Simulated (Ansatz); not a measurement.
Consider the formal exchange of groups at the Si–S bond: `S[Si](Cl)(Cl)Cl` + `C=C[CH2][SnH3]` → `Cl[Si](Cl)(Cl)[SnH3]` + `C=CCS`.

Program: Ansatz. Geometries: PBE0-D4/def2-TZVP. ΔE: electronic, gas phase. CCSD(T)/CBS adds triple-zeta CCSD(T) − MP2 to the extrapolated MP2 energy (def2 sets, frozen cores). Functionals use def2-TZVPP. def2 core potentials past Kr. For Sn outer-core shells are correlated without core-valence functions, which leaves a few kJ/mol of doubt a bond. Each species was taken in one conformer, which may not be the lowest.

Q: Is it downhill or uphill in electronic energy at CCSD(T)/CBS, and by how much? (Best estimate.)

A: The calculation gave: Uphill: ΔE = +16.3 kcal/mol.

Q: What do these levels give: CAM-B3LYP-D4, revPBE, PBE0, HF/def2-SVP, CCSD/def2-TZVPP, CCSD/CBS(def2)? (An estimate is asked.)

A: Computed: CAM-B3LYP-D4 15.3, revPBE 13.5, PBE0 14.6, HF/def2-SVP 14.0, CCSD/def2-TZVPP 16.4, CCSD/CBS(def2) 16.0 kcal/mol.

Largest T1 diagnostic among the species: 0.012.

At CCSD(T), def2-SVP lies −1.6 kcal/mol from the extrapolated value and def2-TZVPP +0.4 kcal/mol. From PBE to PBE0 (25 % exact exchange), in def2-TZVPP and without D4, ΔE moves by +0.8 kcal/mol.
